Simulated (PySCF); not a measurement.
Run record: geometry optimisation, `[H][Mo]([H])([H])[H]` [triplet].

Method: PBE0-D3(BJ)/def2-SVP geometry optimisation, gas phase, def2 core potentials past Kr (PySCF 2.14.0). Start geometry: GFN2-xTB. A driver script takes a list of jobs; this job's settings line and coordinates (Å) are shown.

Input:
```
{"job": {"xc": "PBE0", "basis": "def2-SVP", "d3": "d3bj", "grid": 1, "maxiter": 40, "kind": "geom"}, "charge": 0, "multiplicity": 3}
Mo     0.000960    -0.000350    -0.000090
H      0.009240    -0.016810     1.672470
H      1.574600     0.011040    -0.567810
H     -0.795790     1.368600    -0.538000
H     -0.789010    -1.362480    -0.566580
```

Q: Give the output.

A: 
```
step   0  E = -70.45015819  max force = 0.004029
step   1  E = -70.45033479  max force = 0.001416
step   2  E = -70.45036173  max force = 0.000053
step   3  E = -70.45036201  max force = 0.000033
optimisation converged
```

Energies in Eh; «max force» is the largest Cartesian gradient component in Eh/bohr.

Q: Give the first gradient maximum in eV/Å.

A: With 1 Eh/bohr = 51.422 eV/Å, 0.207 eV/Å.

Q: How much energy does the optimisation release, in kJ/mol?

A: E(step 0) − E(last step) = 0.000204 Eh, which is 0.5 kJ/mol.

Main results: final energy -70.45036 Eh after 3 steps; dipole 0.00 D.

Q: Where do the atoms end?

A: 0.012 Å rms from the input after alignment:
```
atom  x, y, z in Å
Mo1    0.0001   -0.0001    0.0001
H2     0.0078   -0.0178    1.6867
H3     1.5876    0.0106   -0.5695
H4    -0.8016    1.3806   -0.5439
H5    -0.7939   -1.3733   -0.5734
```

Q: Estimate the wall time. Hardware: one thread of an x86-64 server, no GPU (shared host).

A: About 4.1 s.
Labels such as C1 count atoms from 1, the log's own numbers from 0.

Neither the SCF state along the optimisation nor the shape of the open-shell metal species was proved the lowest: other solutions of the same spin, or a structure of lower symmetry, can lie below.
